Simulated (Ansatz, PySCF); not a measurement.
2-methylbut-2-ene (C5H10), SMILES CC=C(C)C. Atoms are numbered in the order given.

```xyz
15

C      2.0473    -0.4154    -0.3089
C      0.7866     0.3765    -0.4912
C     -0.4302     0.1384     0.0293
C     -0.7638    -1.0207     0.9320
C     -1.5923     1.0524    -0.2669
H      2.4324    -0.7733    -1.2803
H      1.9178    -1.2920     0.3410
H      2.8462     0.2097     0.1279
H      0.8865     1.2602    -1.1345
H     -1.5633    -1.6403     0.4882
H     -1.1547    -0.6589     1.8996
H      0.0938    -1.6742     1.1381
H     -1.3059     1.8834    -0.9282
H     -2.4190     0.4992    -0.7480
H     -2.0069     1.4805     0.6635
```
Charge 0, spin multiplicity 1.

The structure is a stationary point at B3LYP-D3(BJ)/def2-SVP.

Two levels are set side by side: PBE-D3(BJ)/def2-SVP (Ansatz, a first-principles code) and B3LYP-D3(BJ)/def2-SVP (Ansatz). Each level has its own optimised geometry; the coordinates shown are those of the second. Frequencies come from the Hessian of PySCF at each geometry. Differences are taken from unrounded values.

```json
[
 {"quantity": "mean bond length (Å)", "B3LYP-D3(BJ)": "1.206", "PBE-D3(BJ)": "1.212", "PBE-D3(BJ) minus B3LYP-D3(BJ)": "0.006"},
 {"quantity": "bond C1–C2 (Å)", "B3LYP-D3(BJ)": "1.500", "PBE-D3(BJ)": "1.499", "PBE-D3(BJ) minus B3LYP-D3(BJ)": "-0.001"},
 {"quantity": "bond C2–C3 (Å)", "B3LYP-D3(BJ)": "1.345", "PBE-D3(BJ)": "1.355", "PBE-D3(BJ) minus B3LYP-D3(BJ)": "0.010"},
 {"quantity": "bond C3–C4 (Å)", "B3LYP-D3(BJ)": "1.507", "PBE-D3(BJ)": "1.507", "PBE-D3(BJ) minus B3LYP-D3(BJ)": "0.000"},
 {"quantity": "bond C3–C5 (Å)", "B3LYP-D3(BJ)": "1.508", "PBE-D3(BJ)": "1.508", "PBE-D3(BJ) minus B3LYP-D3(BJ)": "0.000"},
 {"quantity": "bond C1–H6 (Å)", "B3LYP-D3(BJ)": "1.105", "PBE-D3(BJ)": "1.112", "PBE-D3(BJ) minus B3LYP-D3(BJ)": "0.008"},
 {"quantity": "bond C1–H7 (Å)", "B3LYP-D3(BJ)": "1.099", "PBE-D3(BJ)": "1.107", "PBE-D3(BJ) minus B3LYP-D3(BJ)": "0.008"},
 {"quantity": "bond C1–H8 (Å)", "B3LYP-D3(BJ)": "1.104", "PBE-D3(BJ)": "1.112", "PBE-D3(BJ) minus B3LYP-D3(BJ)": "0.008"},
 {"quantity": "bond C2–H9 (Å)", "B3LYP-D3(BJ)": "1.098", "PBE-D3(BJ)": "1.106", "PBE-D3(BJ) minus B3LYP-D3(BJ)": "0.008"},
 {"quantity": "bond C4–H10 (Å)", "B3LYP-D3(BJ)": "1.105", "PBE-D3(BJ)": "1.112", "PBE-D3(BJ) minus B3LYP-D3(BJ)": "0.008"},
 {"quantity": "bond C4–H11 (Å)", "B3LYP-D3(BJ)": "1.105", "PBE-D3(BJ)": "1.112", "PBE-D3(BJ) minus B3LYP-D3(BJ)": "0.008"},
 {"quantity": "bond C4–H12 (Å)", "B3LYP-D3(BJ)": "1.098", "PBE-D3(BJ)": "1.106", "PBE-D3(BJ) minus B3LYP-D3(BJ)": "0.008"},
 {"quantity": "bond C5–H13 (Å)", "B3LYP-D3(BJ)": "1.100", "PBE-D3(BJ)": "1.107", "PBE-D3(BJ) minus B3LYP-D3(BJ)": "0.008"},
 {"quantity": "bond C5–H14 (Å)", "B3LYP-D3(BJ)": "1.105", "PBE-D3(BJ)": "1.113", "PBE-D3(BJ) minus B3LYP-D3(BJ)": "0.008"},
 {"quantity": "bond C5–H15 (Å)", "B3LYP-D3(BJ)": "1.105", "PBE-D3(BJ)": "1.113", "PBE-D3(BJ) minus B3LYP-D3(BJ)": "0.008"},
 {"quantity": "highest harmonic wavenumber (cm⁻¹)", "B3LYP-D3(BJ)": "3142", "PBE-D3(BJ)": "3080", "PBE-D3(BJ) minus B3LYP-D3(BJ)": "-63"},
 {"quantity": "mean harmonic wavenumber (cm⁻¹)", "B3LYP-D3(BJ)": "1520", "PBE-D3(BJ)": "1481", "PBE-D3(BJ) minus B3LYP-D3(BJ)": "-40"},
 {"quantity": "zero-point energy (kcal/mol)", "B3LYP-D3(BJ)": "84.77", "PBE-D3(BJ)": "82.57", "PBE-D3(BJ) minus B3LYP-D3(BJ)": "-2.20"}
]
```

GGA bonds tend to be longer and softer than those of functionals with exact exchange. Differences between two approximate levels are no errors against the true value.
